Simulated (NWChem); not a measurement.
System: C₃H₄BFO; SMILES C=C=CB(O)F

```xyz
10

C      0.2464     2.6679     0.0000
C     -0.3144     1.4896     0.0000
C     -0.8559     0.2908     0.0000
B      0.0161    -1.0036     0.0000
O     -0.4988    -2.2531     0.0000
F      1.3410    -0.9112     0.0000
H      0.4923     3.1756     0.9382
H      0.4923     3.1756    -0.9382
H     -1.9537     0.2336     0.0000
H     -1.4597    -2.2672     0.0000
```
Atoms are numbered in this order, from 1.

Results from NWChem. Pople sets run with spherical d functions. All runs use the structure optimised with PBE0/def2-SVP. Atomic charges in e: unrestrained fits to the electrostatic potential beside Mulliken populations; buried atoms are poorly determined by the fit.

Question: Predict the results for Hartree-Fock/6-31G*. Quantities: ESP C1; Mulliken C1; ESP C2; Mulliken C2; ESP C3; Mulliken C3; ESP B4; Mulliken B4; ESP O5; Mulliken O5; relative RMS misfit of the potential (%).

Answer: 
```
Property                                  Result
----------------------------------------  ------
ESP C1                                     -0.54
Mulliken C1                                -0.53
ESP C2                                      0.33
Mulliken C2                                 0.25
ESP C3                                     -0.68
Mulliken C3                                -0.59
ESP B4                                      0.97
Mulliken B4                                 0.90
ESP O5                                     -0.75
Mulliken O5                                -0.72
relative RMS misfit of the potential (%)      19
```
